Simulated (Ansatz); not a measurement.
A nudged elastic band was laid between two geometries of CH₄FNOSi (9 atoms, charge 0, multiplicity 1).

Level of theory: RKS PBE-D4/STO-3G in Ansatz 0.2.0.

```yaml
movable_images: 9
climbing_image: yes
spring: 5.0 eV/Å²
optimiser: quadratic models (default)
start_path: IDPP
force_threshold: 0.05 eV/Å
iteration_limit: 50
end_points: relaxed
```

Initial state:

```xyz
9
Properties=species:S:1:pos:R:3
N -0.207 0.513 1.311
C 0.863 -0.066 0.558
O 2.065 -0.221 0.912
Si -0.097 -0.549 -1.087
F -1.500 0.362 -0.764
H 0.021 1.215 2.060
H -1.024 0.708 0.604
H 0.471 -0.063 -2.346
H -0.503 -1.945 -1.265
```

Final state:

```xyz
9
Properties=species:S:1:pos:R:3
N 0.004 0.928 1.080
C 0.826 -0.139 0.597
O 1.863 -0.621 1.133
Si -0.102 -0.556 -1.083
F -1.520 0.323 -0.741
H -0.929 0.896 0.502
H -0.030 1.111 2.116
H 0.460 -0.033 -2.331
H -0.483 -1.955 -1.291
```

Problem. Which bonds break or form, and what moves?

Solution. No bond is made or broken. The dihedral H6–N1–C2–Si4 goes from -155 to 15°. The two ends are copies of one structure, up to a mirror image or an exchange of like atoms.

Problem. What energy profile does the band end with?

Solution. It converged. The highest image is number 5 of 0 to 10, 0.90 eV above the ends, which have the same energy within 2 meV. A vibrational analysis at the climbing image gives one clearly imaginary mode, 399i cm⁻¹: a first-order saddle point. Limits of this set-up: minimal basis.

| image | path coordinate (Å) | energy (eV) | dihedral H6–N1–C2–Si4 (°) |
| --- | --- | --- | --- |
| 0 | 0.00 | 0.00 | -155 |
| 1 | 0.41 | 0.06 | -135 |
| 2 | 0.82 | 0.32 | -111 |
| 3 | 1.23 | 0.62 | -92 |
| 4 | 1.65 | 0.82 | -71 |
| 5 | 2.06 | 0.90 | -50 |
| 6 | 2.46 | 0.83 | -31 |
| 7 | 2.87 | 0.63 | -14 |
| 8 | 3.28 | 0.34 | 0 |
| 9 | 3.68 | 0.07 | 9 |
| 10 | 4.09 | 0.00 | 15 |

Problem. What is the geometry of the highest image?

Solution. 
```xyz
9
Properties=species:S:1:pos:R:3:forces:R:3
N -0.101 0.532 1.706 0.00 0.00 0.00
C 0.697 -0.286 0.626 0.01 0.00 0.00
O 1.746 -0.882 0.973 0.00 0.00 0.00
Si -0.049 -0.286 -1.184 0.00 0.00 0.00
F -1.448 0.603 -1.149 0.00 0.00 0.00
H -0.231 1.473 1.186 0.00 0.00 0.00
H -1.101 0.145 1.548 0.00 0.00 0.00
H 0.909 0.315 -2.117 0.00 0.00 0.00
H -0.334 -1.661 -1.606 0.00 0.00 0.00
```

Problem. What are the harmonic wavenumbers there?

Solution. 399i, 13, 112, 338, 362, 397, 608, 623, 769, 847, 908, 976, 1054, 1099, 1224, 1759, 1817, 2513, 2555, 3264, 3432 cm⁻¹.

Time of the run: 2.5 min on 1 thread of Arm Neoverse V2 (shared host), peak memory 0.2 GiB.
